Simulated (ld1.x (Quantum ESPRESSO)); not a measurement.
## u(r) = r·R(r): atom against pseudo-atom (potassium)

Columns: radius, all-electron u(r) and pseudo u(r) of the 4p shell (level -1.39 eV) of potassium in the configuration [Ar] 3d0 4s0 4p1; PBE, scalar-relativistic, TM scheme, ld1.x (Quantum ESPRESSO) 7.5.

| r (bohr) | all-electron | pseudo |
| --- | --- | --- |
| 0.220 | 0.0749 | 0.0091 |
| 0.440 | 0.0013 | 0.0328 |
| 0.660 | -0.0871 | 0.0615 |
| 0.880 | -0.1325 | 0.0846 |
| 1.100 | -0.1356 | 0.0961 |
| 1.320 | -0.1104 | 0.0974 |
| 1.540 | -0.0696 | 0.0942 |
| 1.760 | -0.0218 | 0.0923 |
| 1.980 | 0.0276 | 0.0963 |
| 2.200 | 0.0757 | 0.1091 |
| 2.420 | 0.1211 | 0.1323 |
| 2.640 | 0.1628 | 0.1647 |
| 2.860 | 0.2007 | 0.2007 |
| 3.080 | 0.2346 | 0.2346 |
| 3.300 | 0.2645 | 0.2645 |
| 3.520 | 0.2905 | 0.2905 |
| 3.740 | 0.3132 | 0.3132 |
| 3.960 | 0.3334 | 0.3334 |
| 4.180 | 0.3518 | 0.3518 |
| 4.400 | 0.3679 | 0.3679 |
| 4.620 | 0.3813 | 0.3813 |
| 4.840 | 0.3922 | 0.3922 |
| 5.060 | 0.4006 | 0.4006 |
| 5.280 | 0.4067 | 0.4067 |
| 5.500 | 0.4107 | 0.4107 |
| 5.720 | 0.4126 | 0.4126 |

How many radial nodes do the two functions have?

The all-electron 4p function has n − l − 1 = 2; the pseudo-wave has 0, since the states of the same l below it are removed with the core.

At about which radius was the pseudo-wave matched?

3.00 bohr, where the columns begin to agree (steps of 0.22 bohr).

Is the pseudo-wave norm-conserving?

Yes: the TM scheme keeps the norm inside the radius equal to the all-electron one, which fixes the energy derivative of the logarithmic derivative at the level.
